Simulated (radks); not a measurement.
The tantalum ion Ta6+, configuration [Xe] 4f11 6s2 (not the ground configuration).

Calculated with a radial shooting solver on a logarithmic mesh with Libxc functionals: Dirac Kohn-Sham, LDA (Slater exchange, Perdew-Wang correlation), spin-unpolarised, spherical densities, point nucleus; open shells fill j = l - 1/2 first.

Energy parts (Ry):
part                       energy
total                 -31207.9304
kinetic                35041.4674
electron-nucleus      -77304.4245
Hartree                11661.2696
exchange-correlation    -606.2429

Orbitals (lengths in bohr, moments of r in powers of bohr; <r^-3> diverges for s and p1/2):
[
 {"orbital": "1s1/2", "occ.": "2", "eigenvalue (Ry)": "-4949.336", "<r^-3>": "-"},
 {"orbital": "2s1/2", "occ.": "2", "eigenvalue (Ry)": "-857.2314", "<r^-3>": "-"},
 {"orbital": "2p1/2", "occ.": "2", "eigenvalue (Ry)": "-819.8043", "<r^-3>": "-"},
 {"orbital": "2p3/2", "occ.": "4", "eigenvalue (Ry)": "-726.5694", "<r^-3>": "15560"},
 {"orbital": "3s1/2", "occ.": "2", "eigenvalue (Ry)": "-203.3839", "<r^-3>": "-"},
 {"orbital": "3p1/2", "occ.": "2", "eigenvalue (Ry)": "-186.7338", "<r^-3>": "-"},
 {"orbital": "3p3/2", "occ.": "4", "eigenvalue (Ry)": "-166.6720", "<r^-3>": "3496"},
 {"orbital": "3d3/2", "occ.": "4", "eigenvalue (Ry)": "-138.4818", "<r^-3>": "603.3"},
 {"orbital": "3d5/2", "occ.": "6", "eigenvalue (Ry)": "-134.1118", "<r^-3>": "515.5"},
 {"orbital": "4s1/2", "occ.": "2", "eigenvalue (Ry)": "-48.34676", "<r^-3>": "-"},
 {"orbital": "4p1/2", "occ.": "2", "eigenvalue (Ry)": "-41.47249", "<r^-3>": "-"},
 {"orbital": "4p3/2", "occ.": "4", "eigenvalue (Ry)": "-36.75191", "<r^-3>": "824.1"},
 {"orbital": "4d3/2", "occ.": "4", "eigenvalue (Ry)": "-25.41954", "<r^-3>": "125.5"},
 {"orbital": "4d5/2", "occ.": "6", "eigenvalue (Ry)": "-24.53864", "<r^-3>": "105.2"},
 {"orbital": "5s1/2", "occ.": "2", "eigenvalue (Ry)": "-12.44982", "<r^-3>": "-"},
 {"orbital": "4f5/2", "occ.": "6", "eigenvalue (Ry)": "-10.31311", "<r^-3>": "20.18"},
 {"orbital": "5p1/2", "occ.": "2", "eigenvalue (Ry)": "-10.22540", "<r^-3>": "-"},
 {"orbital": "4f7/2", "occ.": "5", "eigenvalue (Ry)": "-10.14542", "<r^-3>": "19.33"},
 {"orbital": "5p3/2", "occ.": "4", "eigenvalue (Ry)": "-9.36268", "<r^-3>": "150.9"},
 {"orbital": "6s1/2", "occ.": "2", "eigenvalue (Ry)": "-4.85803", "<r^-3>": "-"}
]

The highest occupied level is 6s1/2 at -66.097 eV. The density falls to 0.001 e/bohr^3 at r = 3.48 bohr. Summed over all electrons, <r^2> = 31.76 bohr^2, which gives a Langevin (diamagnetic) susceptibility term of -25.2 x 10^-6 cm^3/mol.
